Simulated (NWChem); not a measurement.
System: Si2NH6, doublet; SMILES [SiH3][N][SiH3]

Program: NWChem. Spin-unrestricted. Coordinates come from a B3LYP/6-31G* (spherical d), spin-unrestricted optimisation. No stability test was run on the SCF state. Level: M06-2X/def2-SVP with SMD (1 M gas to 1 M solution), gas-phase geometry. Reactions with the solvent are ignored.

```
solvent          dielectric constant  solvation free energy (kcal/mol)  cavity-dispersion-structure term (kcal/mol)  dipole in solution (D)
---------------  -------------------  --------------------------------  -------------------------------------------  ----------------------
water                           78.4                                 ?                                            ?                    0.81
acetonitrile                    35.7                              -0.5                                          0.6                    0.80
chloroform                      4.71                              -1.1                                         -0.2                    0.75
cyclohexanone                   15.6                              -0.2                                          0.9                    0.79
tetrahydrofuran                 7.43                              -0.6                                          0.5                    0.77
benzene                         2.27                              -0.9                                         -0.2                    0.70
```

Q: Fill in the missing entries.

A: 
- water, solvation free energy (kcal/mol): 2.1
- water, cavity-dispersion-structure term (kcal/mol): 3.3
